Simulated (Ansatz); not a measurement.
Consider the isomerisation: `C[CH2][Al]([F])[Cl]` → `[F][AlH][CH2]CCl`.

Computed with Ansatz on PBE0-D4/def2-TZVP structures; ΔE is electronic, products minus reactants. CCSD(T)/CBS adds triple-zeta CCSD(T) − MP2 to the extrapolated MP2 energy (def2 sets, frozen cores). Functionals use def2-TZVPP. One conformer a species, not always the lowest.

CCSD(T)/CBS gives +53.2 kcal/mol.

(1) Another level gave +53.2 kcal/mol. Which?
A. LC-ωPBE/def2-TZVPP
B. HF/def2-TZVPP
C. B97M-V/def2-TZVPP
D. revPBE/def2-TZVPP

(2) What do rigid-rotor, harmonic-oscillator terms from PBE0-D4/def2-TZVP frequencies (298.15 K, 1 bar) make of the CCSD(T)/CBS value? (Best estimate.)

Largest T1 diagnostic among the species: 0.011.

Results:

(1) A. LC-ωPBE 53.2, B97M-V 52.2, revPBE 50.9, HF/def2-TZVPP 54.6 kcal/mol.

(2) The calculation gave: ΔZPE = -2.2 kcal/mol, ΔH = +50.8 kcal/mol, ΔS = -3 J/(mol·K), ΔG = +51.1 kcal/mol. Modes under 50 cm⁻¹ make the entropy rough.

At CCSD(T), def2-SVP lies +1.2 kcal/mol from the extrapolated value and def2-TZVPP −0.1 kcal/mol. From PBE to PBE0 (25 % exact exchange), in def2-TZVPP and without D4, ΔE moves by +1.6 kcal/mol. Leaving LDA and LC-ωPBE aside and taking each functional with its dispersion term where it has one, the values, not all of them listed here, spread over 4.3 kcal/mol, from revPBE-D4 to r2SCAN0-D4.

CCSD(T)/CBS has its own doubt, a few kJ/mol and more with outer-core shells, so smaller differences from it don't rank the levels.
